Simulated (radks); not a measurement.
Values are calculated unless marked as measured or tabulated.
Question: Ionisation ladder of thallium, from Tl22+ to Tl43+. Each ion is in the ground configuration listed by NIST, and IE = E(next ion) - E(this ion). Level of theory: non-relativistic Kohn-Sham, PBE, spin-polarised, spherical densities, point nucleus; open shells are filled with parallel spins first (spin-orbit coupling, left out, can overturn this in heavy ions); relativity is left out, which matters for an element this heavy (a radial shooting solver on a logarithmic mesh with Libxc functionals).

| species | configuration | IE, Delta-SCF (eV) | -e(HOMO) (eV) | HOMO |
|---|---|---|---|---|
| Tl22+ | [Kr] 4d10 4f13 | 681.11 | 657.35 | 4f down |
| Tl23+ | [Kr] 4d10 4f12 | 729.35 | 705.04 | 4f down |
| Tl24+ | [Kr] 4d10 4f11 | 778.69 | 753.84 | 4f down |
| Tl25+ | [Kr] 4d10 4f10 | 829.08 | 803.71 | 4f down |
| Tl26+ | [Kr] 4d10 4f9 | 880.50 | 854.62 | 4f down |
| Tl27+ | [Kr] 4d10 4f8 | ? | 906.55 | 4f down |
| Tl28+ | [Kr] 4d10 4f7 | 999.71 | 972.36 | 4f up |
| Tl29+ | [Kr] 4d10 4f6 | 1055.1 | 1027.2 | 4f up |
| Tl30+ | [Kr] 4d10 4f5 | 1111.4 | 1083.1 | 4f up |
| Tl31+ | [Kr] 4d10 4f4 | 1168.8 | 1139.9 | 4f up |
| Tl32+ | [Kr] 4d10 4f3 | 1227.1 | 1197.8 | 4f up |
| Tl33+ | [Kr] 4d10 4f2 | 1286.3 | 1256.5 | 4f up |
| Tl34+ | [Kr] 4d10 4f1 | 1346.4 | 1316.2 | 4f up |
| Tl35+ | [Kr] 4d10 | 1636.4 | 1608.0 | 4d |
| Tl36+ | [Kr] 4d9 | 1693.3 | 1664.8 | 4d down |
| Tl37+ | [Kr] 4d8 | ? | 1721.9 | 4d down |
| Tl38+ | [Kr] 4d7 | 1808.3 | 1779.4 | 4d down |
| Tl39+ | [Kr] 4d6 | 1866.2 | 1837.2 | 4d down |
| Tl40+ | [Kr] 4d5 | 1939.9 | 1910.0 | 4d up |
| Tl41+ | [Kr] 4d4 | ? | 1969.8 | 4d up |
| Tl42+ | [Kr] 4d3 | ? | 2030.1 | 4d up |
| Tl43+ | [Kr] 4d2 | 2121.1 | 2090.7 | 4d up |

Estimate the withheld Delta-SCF values.

Answer: Tl27+: 932.91 eV (NIST 930); Tl37+: 1750.6 eV (NIST 1740); Tl41+: 1999.9 eV (NIST 2014); Tl42+: 2060.3 eV (NIST 2075).
